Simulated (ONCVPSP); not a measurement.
**Building the ONCV potential for Ce (Z = 58) (PBEsol, scalar-relativistic).**

```json
{
 "Element": "cerium",
 "Generator": "ONCVPSP 4.0.1",
 "Type": "optimised norm-conserving Vanderbilt (ONCV)",
 "Functional": "PBEsol",
 "Relativity": "scalar-relativistic",
 "Frozen core": "[Kr] 4d10",
 "Valence charge": "12",
 "Reference configuration": "4f1 5s2 5p6 5d1.5 6s1.5",
 "Partial waves": "5s+6s: rc 2.70 bohr, ncon 4, nbas 8, qcut 5 1/bohr, 2 projectors; 5p: rc 3.00 bohr, ncon 5, nbas 8, qcut 4.2 1/bohr, 2 projectors, debl 3.4 Ha; 5d: rc 2.50 bohr, ncon 3, nbas 6, qcut 3.6 1/bohr, 2 projectors, debl 2.1 Ha; 4f: rc 1.50 bohr, ncon 4, nbas 8, qcut 10.3 1/bohr, local",
 "Local potential": "the f channel",
 "Core correction": "none"
}
```

* Cutoffs needed: 49 Ha and 65 Ha (the cutoffs (Ha) at which the residual kinetic energy of the hardest occupied pseudo-wave falls to 1 and 0.1 mHa per electron)
* Ghost test: ghosts flagged at negative energy: s at -208.1 eV; GHOST(+) flagged for p at 2.13 eV, d at 127.5 eV; a true bound ghost makes a file unfit for plane-wave use
* Configuration tests: 1 of 4 tests not solved or not reliable
